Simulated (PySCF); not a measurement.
**Excitation energy of S by level of theory**

S [Ne] 3s2 3p4 (3P) → S [Ne] 3s1 3p4 3d1 (high-spin determinant), as a difference of total energies. All numbers are calculated (PySCF 2.14, the non-relativistic Hamiltonian (point nucleus), in aug-cc-pwCVTZ). Correlated levels: valence and next inner shell: 1s2 frozen. The calculations carry no spin-orbit coupling.

```
                                method  excitation energy (eV)
                                   UHF                  18.323
    MP2 (valence and next inner shell)                  18.954
SCS-MP2 (valence and next inner shell)                  19.113
   CCSD (valence and next inner shell)                  18.532
CCSD(T) (valence and next inner shell)                  18.313
```

The upper state lies above the first ionisation limit, where it may autoionise and the basis confines it.

The promoted electron is Rydberg-like, and one or two diffuse shells describe it only roughly, which tends to raise the upper state.

The coupled-cluster amplitudes are large for the upper state (T1 above 0.03 or a double amplitude above 0.15), so a single reference is strained.

The determinant of the upper state mixes LS terms, which raises its energy above the lowest term, most at the Hartree-Fock and MP2 levels.
